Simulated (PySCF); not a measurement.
# Relaxation of singlet RhO₂⁻

Level of theory: PBE0/[Rh def2-TZVPD with ECP28, O def2-TZVPD], scalar-relativistic core potentials, density fitting, no spin–orbit coupling, PySCF. A (50,194) grid was used.

A start displaced from a saddle point along its imaginary mode, of C2v symmetry, held to at least that symmetry:

Coordinates in bohr (charge -1 multiplicity 1):
```
Rh   -0.1436    0.0310    0.0000
O     0.4618   -0.0996    3.2151
O     0.4618   -0.0996   -3.2151
```

Optimiser trace:
```json
{"step": "0", "E − E(last) (kJ/mol)": "5.81", "largest gradient (Eh/bohr)": "0.03002"}
{"step": "1", "E − E(last) (kJ/mol)": "0.58", "largest gradient (Eh/bohr)": "0.01047"}
{"step": "2", "E − E(last) (kJ/mol)": "0.01", "largest gradient (Eh/bohr)": "0.00118"}
{"step": "3", "E − E(last) (kJ/mol)": "0.00", "largest gradient (Eh/bohr)": "0.00005"}
```

It ends at C2v with Rh–O 1.696 Å (×2); O–Rh–O 158.6°. A frequency run shows a minimum. Other isomers or separated fragments may lie lower.

The relaxation took about 20 core-seconds on a shared host.
